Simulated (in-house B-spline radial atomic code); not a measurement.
Configurations of Dy, with energies counted from [Xe] 4f10 6s2. Method: scalar-relativistic (X2C) CAM-B3LYP, spin-polarised, spherical fractional occupations, Fermi nucleus of rms radius 5.2218 fm. Calculated with a radial B-spline atomic code at the basis-set limit. Shells without spins written out take the highest spin.

Caution: exact exchange at fractional occupations of open shells leaves self-interaction of up to several eV.

Occupations are held fixed; configurations that lie above the ionisation limit could autoionise.

| configuration | E - E(ref) (eV) | highest orbital | its <r> (bohr) |
| --- | --- | --- | --- |
| [Xe] 4f9 6s2 7p1 | 4.866 | 7p up | 13.65 |
| [Xe] 4f10 6s1 6d1 | 5.0338 | 6d up | 14.86 |
| [Xe] 4f(4 up, 6 down) 6s2 | 6.7571 | 4f up | 0.9109 |
| [Kr] 4d10 4f10 5s2 5p5 6s2 6f1 | 31.683 | 6f up | 35.5 |
| [Kr] 4d10 4f(6 up, 4 down) 5s2 5p(3 up, 2 down) 6s2 6d(0 up, 1 down) | 38.207 | 6d down | 13.9 |
| [Kr] 4d10 4f(6 up, 4 down) 5s2 5p(3 up, 2 down) 5f(1 up, 0 down) 6s2 | 38.644 | 5f up | 22.55 |
| [Kr] 4d(4 up, 5 down) 4f(4 up, 6 down) 5s2 5p6 6s2 6p(1 up, 0 down) | 168.95 | 6p up | 5.306 |

(1) Order these further configurations by energy, lowest first.
A. [Kr] 4d9 4f10 5s2 5p6 6s2 6f1
B. [Xe] 4f9 6s2 7s1
C. [Xe] 4f10 5f1 6s1
D. [Xe] 4f9 6s2 6p1
E. [Kr] 4d10 4f(7 up, 3 down) 5s2 5p(2 up, 3 down) 6s2 6p(0 up, 1 down)

(2) How far above the reference does [Xe] 4f9 6s2 6f1 lie?

(3) How far above the reference does [Kr] 4d10 4f10 5s2 5p5 6s2 6d1 lie?

## Answers

(1) D (2.664 eV), B (3.8476 eV), C (5.4215 eV), E (29.989 eV), A (163.64 eV).

(2) 5.7182 eV; its least bound orbital is 6f up with <r> = 35.53 bohr.

(3) 31.069 eV; its least bound orbital is 6d up with <r> = 13.57 bohr.
